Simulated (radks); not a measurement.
Values are calculated unless marked as measured or tabulated.
Problem. Radial electron density D(r) = 4 pi r^2 rho(r) of an atom or ion with 31 electrons. Level of theory: Dirac Kohn-Sham, LDA (Slater exchange, Perdew-Wang correlation), spin-unpolarised, spherical densities, point nucleus (a radial shooting solver on a logarithmic mesh with Libxc functionals).

| r (bohr) | D(r) (e/bohr) |
|---|---|
| 0.003977 | 10.36 |
| 0.004521 | 12.58 |
| 0.005138 | 15.19 |
| 0.005793 | 18.00 |
| 0.006584 | 21.40 |
| 0.007483 | 25.20 |
| 0.008437 | 29.10 |
| 0.009589 | 33.53 |
| 0.01081 | 37.84 |
| 0.01229 | 42.42 |
| 0.01397 | 46.76 |
| 0.01575 | 50.38 |
| 0.0179 | 53.48 |
| 0.02034 | 55.53 |
| 0.02293 | 56.35 |
| 0.02607 | 55.97 |
| 0.02963 | 54.45 |
| 0.0334 | 52.33 |
| 0.03796 | 49.93 |
| 0.0428 | 48.21 |
| 0.04865 | 47.72 |
| 0.05529 | 49.20 |
| 0.06234 | 52.49 |
| 0.07085 | 57.59 |
| 0.08053 | 63.19 |
| 0.0908 | 67.45 |
| 0.1032 | 69.42 |
| 0.1164 | 67.94 |
| 0.1322 | 62.92 |
| 0.1503 | 55.76 |
| 0.1695 | 49.24 |
| 0.1926 | 44.85 |
| 0.2189 | 44.42 |
| 0.2468 | 47.15 |
| 0.2805 | 51.14 |
| 0.3188 | 53.15 |
| 0.3595 | 51.12 |
| 0.4086 | 44.39 |
| 0.4606 | 35.21 |
| 0.5236 | 24.93 |
| 0.595 | 16.52 |
| 0.6709 | 11.26 |
| 0.7625 | 8.053 |
| 0.8667 | 6.183 |
| 0.9771 | 4.742 |
| 1.111 | 3.198 |
| 1.262 | 1.810 |
| 1.423 | 0.8744 |
| 1.617 | 0.3184 |
| 1.824 | 0.09678 |
| 2.073 | 0.02038 |
| 2.356 | 0.003086 |
| 2.656 | 0.0003769 |

What is the nuclear charge?

Solution. Z = 44. The innermost maximum, from 1s, lies near gamma/Z bohr with gamma = sqrt(1 - (Z/c)^2) = 0.947, here 0.0215 bohr (found: 0.0235), and its height grows with Z. The density is that of the ruthenium ion Ru13+ in [Ar] 3d10 4s2 4p1; the configuration itself is not fixed sharply by these data, and Z only to a few units. D(r) has 3 maxima, at r = 0.0235, 0.104, 0.319 bohr, and minima at 0.0475, 0.209 bohr, inside which lie 2.06, 11.19 electrons.
